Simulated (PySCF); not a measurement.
Record of a relaxation.

C₇H₃N₃Se.
Numbering: `[N:1]#[C:2][c:3]1[cH:4][cH:5][cH:6][c:7]2[se:8][n:9][n:10][c:11]12` (hydrogens: H12 on C4; H13 on C5; H14 on C6)

Method: PBE0-D3(BJ)/def2-SVP geometry optimisation, gas phase (PySCF 2.14.0); density fitting, grid level 2; the optimiser is geomeTRIC in internal coordinates, started from a GFN2-xTB structure. The frame can shift and turn from step to step; on so coarse a grid that alone can change the energy by a few meV, and forces under 0.02 eV/Å are noise.

Step 0: E = -77087.9094 eV, largest atomic force 1.773 eV/Å
```
atom  x, y, z in Å  |  force x, y, z in eV/Å
N1     -2.972   -1.861    0.878   -1.378  -0.996   0.506
C2     -2.086   -1.214    0.551    0.835   0.581  -0.301
C3     -1.017   -0.383    0.143    0.286  -0.009  -0.051
C4     -1.230    0.954   -0.153    0.047   0.019  -0.014
C5     -0.176    1.773   -0.557   -0.030  -0.056   0.021
C6      1.109    1.287   -0.675    0.087  -0.087   0.006
C7      1.349   -0.052   -0.384    0.065  -0.265   0.053
Se8     2.917   -1.054   -0.428   -0.119   0.772  -0.170
N9      1.842   -2.472    0.129    0.694  -1.331   0.201
N10     0.658   -2.176    0.278   -0.874  -0.724   0.345
C11     0.285   -0.902    0.028    0.581   1.171  -0.401
H12    -2.226    1.361   -0.068   -0.399   0.136   0.040
H13    -0.374    2.810   -0.781   -0.089   0.459  -0.096
H14     1.919    1.929   -0.987    0.293   0.329  -0.140
```

Step 1: E = -77088.0064 eV, largest atomic force 0.267 eV/Å
```
atom  x, y, z in Å  |  force x, y, z in eV/Å
N1     -2.952   -1.898    0.923   -0.020  -0.015   0.007
C2     -2.056   -1.242    0.592    0.032  -0.007  -0.004
C3     -0.986   -0.390    0.179    0.010   0.082  -0.022
C4     -1.219    0.953   -0.111   -0.073   0.000   0.014
C5     -0.167    1.786   -0.516   -0.012   0.062  -0.014
C6      1.129    1.309   -0.642    0.065   0.049  -0.025
C7      1.383   -0.038   -0.356    0.022  -0.018   0.000
Se8     2.942   -1.024   -0.405    0.181  -0.045  -0.022
N9      1.857   -2.524    0.173   -0.094   0.115  -0.013
N10     0.676   -2.191    0.314    0.092   0.004  -0.019
C11     0.331   -0.883    0.053   -0.208  -0.150   0.077
H12    -2.231    1.351   -0.020    0.025  -0.015   0.000
H13    -0.376    2.836   -0.738    0.007  -0.035   0.009
H14     1.934    1.977   -0.960   -0.027  -0.026   0.012
```

Step 2: E = -77088.0077 eV, largest atomic force 0.100 eV/Å
```
atom  x, y, z in Å  |  force x, y, z in eV/Å
N1     -2.953   -1.902    0.924    0.001  -0.003   0.000
C2     -2.059   -1.244    0.593   -0.006   0.002   0.001
C3     -0.990   -0.388    0.179    0.036   0.024  -0.013
C4     -1.221    0.955   -0.111    0.020  -0.009  -0.001
C5     -0.166    1.785   -0.516   -0.018   0.031  -0.004
C6      1.131    1.308   -0.642   -0.026  -0.032   0.013
C7      1.382   -0.041   -0.355    0.031   0.042  -0.015
Se8     2.950   -1.021   -0.407   -0.074   0.011   0.009
N9      1.859   -2.517    0.169   -0.045  -0.066   0.027
N10     0.677   -2.191    0.312    0.097   0.002  -0.022
C11     0.325   -0.885    0.055   -0.013  -0.005   0.004
H12    -2.232    1.354   -0.019    0.002  -0.001   0.000
H13    -0.373    2.834   -0.737   -0.002   0.003   0.000
H14     1.936    1.973   -0.959   -0.004   0.002   0.001
```

Step 3: E = -77088.0079 eV, largest atomic force 0.077 eV/Å
```
atom  x, y, z in Å  |  force x, y, z in eV/Å
N1     -2.952   -1.900    0.922    0.004  -0.001  -0.001
C2     -2.057   -1.242    0.592   -0.010  -0.003   0.002
C3     -0.988   -0.388    0.179    0.012   0.001  -0.003
C4     -1.220    0.955   -0.111   -0.019   0.017   0.000
C5     -0.168    1.789   -0.516    0.008  -0.075   0.018
C6      1.127    1.308   -0.641    0.036   0.023  -0.013
C7      1.382   -0.041   -0.355   -0.006   0.005   0.000
Se8     2.949   -1.023   -0.407   -0.015   0.026  -0.004
N9      1.861   -2.521    0.169   -0.026  -0.006   0.005
N10     0.679   -2.193    0.311    0.011  -0.001  -0.001
C11     0.327   -0.887    0.054    0.001   0.013  -0.004
H12    -2.231    1.352   -0.018   -0.008  -0.003   0.003
H13    -0.376    2.838   -0.737    0.003  -0.002   0.001
H14     1.932    1.973   -0.958    0.010   0.005  -0.003
```

Step 4: E = -77088.0080 eV, largest atomic force 0.044 eV/Å
```
atom  x, y, z in Å  |  force x, y, z in eV/Å
N1     -2.950   -1.902    0.922    0.002   0.000  -0.001
C2     -2.057   -1.243    0.591   -0.003  -0.007   0.002
C3     -0.988   -0.388    0.178   -0.016  -0.012   0.006
C4     -1.222    0.955   -0.110    0.028  -0.010  -0.003
C5     -0.167    1.786   -0.515   -0.005   0.037  -0.008
C6      1.130    1.309   -0.641   -0.012  -0.015   0.006
C7      1.383   -0.039   -0.355    0.008  -0.021   0.003
Se8     2.947   -1.023   -0.407    0.041   0.011  -0.010
N9      1.859   -2.522    0.169   -0.015   0.025  -0.005
N10     0.679   -2.192    0.310   -0.020  -0.001   0.005
C11     0.327   -0.885    0.054   -0.008  -0.009   0.003
H12    -2.233    1.353   -0.018    0.003   0.000   0.000
H13    -0.375    2.835   -0.735    0.001   0.005  -0.001
H14     1.934    1.976   -0.958   -0.003  -0.001   0.001
```

Step 5: E = -77088.0081 eV, largest atomic force under 0.02 eV/Å
```
atom  x, y, z in Å  |  force x, y, z in eV/Å
N1     -2.950   -1.904    0.922    0.001  -0.002   0.000
C2     -2.057   -1.244    0.592   -0.003   0.009  -0.002
C3     -0.989   -0.388    0.179    0.011   0.001  -0.002
C4     -1.220    0.955   -0.110   -0.014   0.004   0.002
C5     -0.167    1.787   -0.515   -0.001   0.002   0.000
C6      1.130    1.309   -0.641   -0.005  -0.003   0.002
C7      1.382   -0.039   -0.355    0.004   0.000  -0.001
Se8     2.947   -1.021   -0.408    0.007   0.002  -0.003
N9      1.858   -2.520    0.168   -0.008  -0.012   0.005
N10     0.678   -2.192    0.310    0.015   0.003  -0.005
C11     0.326   -0.886    0.054   -0.004  -0.003   0.002
H12    -2.232    1.353   -0.018    0.000   0.001   0.000
H13    -0.375    2.836   -0.735   -0.001  -0.001   0.001
H14     1.934    1.975   -0.958   -0.001  -0.001   0.001
```

Q: Summarise the path.

A: The energy falls by 9.52 kJ/mol from step 0 to step 5; nine tenths of that is first reached at step 1. It falls at every step. The largest force goes from 1.773 to under 0.02 eV/Å. Among the bonds Se8–N9 changes most, from 1.864 to 1.940 Å; the atoms move by 0.026 Å rms after alignment.

What follows is the cost of the whole optimisation. On one thread, Arm Neoverse V2 (aarch64), shared host, this took 1.7 min and 0.99 GiB of memory at its peak.
